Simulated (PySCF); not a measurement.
**Exercise with solution: dipole moment from atomic charges**

Si(H)2(Br)(OMe) (CH₅BrOSi), SMILES [SiH2](OC)Br. Atoms are numbered in the order given.

```xyz
9

Si     0.3823    -0.2018     1.0693
Br     0.6807     0.2654    -1.0928
O     -1.1421    -0.7691     1.3321
C     -2.3308    -0.0716     1.0629
H      1.3165    -1.2830     1.4576
H      0.6268     1.0692     1.8080
H     -2.3793     0.8854     1.6131
H     -3.1792    -0.6948     1.3802
H     -2.4382     0.1416    -0.0147
```
Charge 0, spin multiplicity 1.

Coordinates come from a PBE0-D3(BJ)/def2-SVP optimisation. The values are those of a single conformer.

Charges (e) from r2SCAN/def2-TZVP run with PySCF:

```tsv
atom	Mulliken	ESP fit
Si1	0.483	0.148
Br2	-0.246	-0.120
O3	-0.369	-0.164
C4	-0.145	-0.271
H5	-0.022	0.018
H6	-0.038	0.004
H7	0.103	0.131
H8	0.118	0.133
H9	0.115	0.121
```

The dipole moment of the full density is 1.47 D.

Q: What dipole moment does each set of point charges give, and which comes closer to that of the density?

A: 
μ = Σ q r, and 1 e Å = 4.8032 D.
Mulliken: Σ q r = (-0.177, 0.145, 0.366) e Å, |μ| = 2.07 D.
ESP fit: Σ q r = (-0.209, 0.106, 0.209) e Å, |μ| = 1.51 D.
ESP fit comes closer in size. Point charges leave out the atoms' own dipoles (lone pairs, polarised bonds); fits to the potential absorb them, partitions of the density don't.
